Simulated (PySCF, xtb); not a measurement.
CH4Cl2OSi2, SMILES [SiH2]1OC[Si]1(Cl)Cl.

GFN2-xTB run with xtb at its own geometry gives an orbital gap of 3.93 eV and a dipole moment of 1.35 D.

Geometry optimised at PBE-D3(BJ)/def2-SVP. The structure was generated by enumeration, and PubChem lists no compound with its InChIKey, so it may never have been made.

### Question
What does ωB97X/def2-TZVP run with PySCF give? (The exact figures need the calculation; the answer reports its results.)

### Answer
gap 11.37 eV (levels -10.18 and 1.19 eV), dipole 0.57 D.
